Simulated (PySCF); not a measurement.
Compound: C2H14BNSi3.
Z-matrix (Å and degrees, PBE0-D3(BJ)/def2-SVP geometry), rows numbered from 1:
```
C 
B   1  1.5636
C   2  1.5654  1  121.04
Si  2  2.0313  1  120.27  3   177.88
N   4  1.7713  2  113.60  1    19.76
Si  5  1.7470  4  119.02  2    58.71
Si  5  1.7488  4  120.10  2  -126.32
H   1  1.0998  2  115.99  3   156.59
H   1  1.1019  2  114.07  3    26.97
H   1  1.1105  2  103.69  3   -87.70
H   3  1.1015  2  114.54  1    22.64
H   3  1.1106  2  103.52  1   -92.64
H   3  1.1007  2  115.80  1   152.30
H   4  1.5053  2  108.90  1   -97.90
H   4  1.5034  2  112.07  1   145.59
H   6  1.4980  5  107.27  4    -6.24
H   6  1.4959  5  111.90  4  -125.55
H   6  1.4962  5  112.50  4   112.84
H   7  1.4952  5  111.35  4    58.92
H   7  1.4966  5  107.64  4   178.25
H   7  1.4960  5  112.22  4   -62.26
```

Computed with PySCF at CAM-B3LYP/def2-SVPD, non-relativistic, on one gas-phase PBE0-D3(BJ)/def2-SVP geometry that isn't relaxed in the solvent. The solvent is an IEF-PCM continuum (cavity from Bondi-type radii × 1.2), and excitations are vertical TDDFT with non-equilibrium linear response and a frozen core. Only the electrostatic response of the medium enters.

Gas-phase singlets (H = HOMO, L = LUMO):

```csv
state,E (eV),λ (nm),f,leading configuration
S1,4.497,276,0.004,H→L 78%
S2,5.889,211,0.004,H-1→L 49%
S3,6.156,201,0.003,H-2→L 36%
S4,6.208,200,0.008,H-1→L 23%
S5,6.755,184,0.040,H→L+1 50%
```

Question: What are the lowest 5 singlets in acetone (ε = 20.49)?

Answer: 
| state | E (eV) | λ (nm) | f | leading configuration | change by rank (eV) |
| --- | --- | --- | --- | --- | --- |
| S1 | 4.561 | 272 | 0.005 | H→L 80% | +0.064 |
| S2 | 5.946 | 209 | 0.004 | H→L+1 39% | +0.057 |
| S3 | 6.142 | 202 | 0.003 | H-2→L 76% | -0.014 |
| S4 | 6.268 | 198 | 0.016 | H-1→L 42% | +0.060 |
| S5 | 6.806 | 182 | 0.060 | H→L+2 74% | +0.051 |

Question: The ground-state energy changes by -0.049 eV from gas to acetone. By how much does the total energy of gas-phase S1 change?

Answer: E(S1) = E(S0) + excitation energy, so it changes by -0.049 + 0.064 = +0.015 eV: it isn't lowered at all, while the ground state is. This is the vertical state, with the slow part of the continuum still set for S0.

Question: How do the frontier levels move from gas to acetone?

Answer: 
```json
{"orbital": "LUMO+2", "gas (eV)": "0.94", "solvent (eV)": "1.09", "change (eV)": "+0.15"}
{"orbital": "LUMO+1", "gas (eV)": "0.83", "solvent (eV)": "0.97", "change (eV)": "+0.14"}
{"orbital": "LUMO", "gas (eV)": "-0.29", "solvent (eV)": "-0.06", "change (eV)": "+0.23"}
{"orbital": "HOMO", "gas (eV)": "-8.37", "solvent (eV)": "-8.25", "change (eV)": "+0.12"}
{"orbital": "HOMO-1", "gas (eV)": "-9.43", "solvent (eV)": "-9.30", "change (eV)": "+0.13"}
{"orbital": "HOMO-2", "gas (eV)": "-10.58", "solvent (eV)": "-10.39", "change (eV)": "+0.19"}
{"orbital": "HOMO-3", "gas (eV)": "-10.71", "solvent (eV)": "-10.59", "change (eV)": "+0.12"}
```

The HOMO–LUMO gap goes from 8.07 to 8.19 eV. Rows go by rank; for HOMO-3 and HOMO-2 the atom shares or the degeneracy differ between the runs, so the row needn't follow one orbital.
